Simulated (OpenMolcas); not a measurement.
# Mo3+: moving or changing the point charges

Mo3+ among 4 point charges of -2.5 e arranged as a square (D4h), 2.25 Å from the ion.

- Program: OpenMolcas 26.06
- Method: CASSCF
- Basis: ANO-RCC-VTZP [7s6p4d2f1g]
- Scalar Hamiltonian: DKH2, point nucleus
- Active space: 3 electrons in 5 orbitals (4d)
- State averaging: 2S+1 = 4 even, 10 roots; 2S+1 = 2 even, 40 roots
- Spin-orbit coupling: state interaction with AMFI integrals over the reference wave functions

Runs around this geometry, states (labels of D4, the rotations of D4h). Energies in cm-1 above the lowest state or level, χT in cm3 K/mol.

```
R (Å)  q (e)  Ground state  First state of that spin  First gap with spin-orbit (degeneracies)  χT at 300 K  First state of another spin
 2.25     -2           4A2                   4E 4528                                4.8 (2, 2)        1.686                     2E 11903
 2.25   -2.5           4A2                   4E 7809                               15.4 (2, 2)        1.758                      2E 9836
 2.45   -2.5           4A2                   4E 4388                                2.2 (2, 2)        1.676                     2E 11643
```

Taking the first state of the same spin as R^-n, n = -ln(4388 / 7809) / ln(2.45 / 2.25) = 6.8 between the shortest and longest distance.

Scaling the charges by -2 / -2.5 = 0.80 scales the first state of the same spin by 4528 / 7809 = 0.58; with fixed orbitals a first-order splitting would follow the charge.

Without dynamic correlation the repulsion within the d shell is too large (B by tens of per cent), so at a given field states of lower spin stand too high. Point charges carry no covalency, so the field is a model and not that of real ligands. No measured value stands beside these numbers.
